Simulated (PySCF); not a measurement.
## Peak assignment

Bonds (- single, = double, # triple, : aromatic): C1-C2, C2:C3, C3:C4, C4:C5, C5-C6, C6-C7, C6-C8, C6-C9, C5:C10, C10:C11, C11:C2. C1 carries H12, H13, H14; C3 carries H15; C4 carries H16; C7 carries H17, H18, H19; C8 carries H20, H21, H22; C9 carries H23, H24, H25; C10 carries H26; C11 carries H27.

[PySCF 2.14.0 with density-fitted response routines: PBE0-D3(BJ)/def2-SVP geometry; σ from GIAO-B3LYP/pcSseg-1; spin–spin couplings from B3LYP/pcJ-1 (without the spin–dipole term); single conformer; in vacuum; averaged over atoms made equivalent by symmetry, fast rotation or ring inversion; relativity neglected]

Chemical shifts δ = σref − σ; $^{13}$C (σ = 179.24 ppm) and $^{1}$H (σ = 31.38 ppm) against TMS, all at this level.

(1) Assign these signals to the numbered atoms. $^{13}$C{$^{1}$H} NMR (computed): δ 154.7 (C), 141.2 (C), 134.4 (CH), 131.4 (CH), 36.2 (C), 33.8 (CH3), 23.1 (CH3).

(2) Assign these signals to the numbered atoms. $^{1}$H NMR (600 MHz, computed): δ 7.26 (d, J = 8.9 Hz, 2H), 7.12 (d, J = 8.9 Hz, 2H), 2.35 (s, 3H), 1.26 (s, 9H).

Answers

(1) 
154.7 → C5, substituted aromatic carbon
141.2 → C2, substituted aromatic carbon
134.4 → C3/C11, aromatic CH: the aromatic region
131.4 → C4/C10, aromatic CH
36.2 → C6, quaternary sp3 carbon on an aromatic ring: saturated and bonded to C and H only
33.8 → C7/C8/C9, methyl carbon: saturated and bonded to C and H only
23.1 → C1, methyl carbon on an aromatic ring: aliphatic region, no heteroatom directly attached

(2) 
| δ (ppm) | atoms | environment | reason |
| --- | --- | --- | --- |
| 7.26 | H16/H26 | hydrogen on an aromatic CH | it sits in the deshielding region of the aromatic ring current |
| 7.12 | H15/H27 | hydrogen on an aromatic CH | – |
| 2.35 | H12/H13/H14 | hydrogen on a methyl carbon on an aromatic ring | benzylic-type position, deshielded by the ring |
| 1.26 | H17/H18/H19/H20/H21/H22/H23/H24/H25 | hydrogen on a methyl carbon | – |

Multiplet labels drop couplings under 1 Hz and merge nearly equal ones. Couplings among chemically equivalent protons are left out too, so labels in AA′BB′ or AA′XX′ sets are apparent multiplicities. Unscaled 3J(H,H) at this level run about 10 % above measured values. Shifts are as computed. Against solution values, carbons near 30 ppm lie about +2 ppm off and those near 130 ppm about +6 ppm. Of 1309 compounds with measured shifts, 239 miss one by over three times the rms of a fit or turn the order of signals round; such compounds aren't used in these exercises.
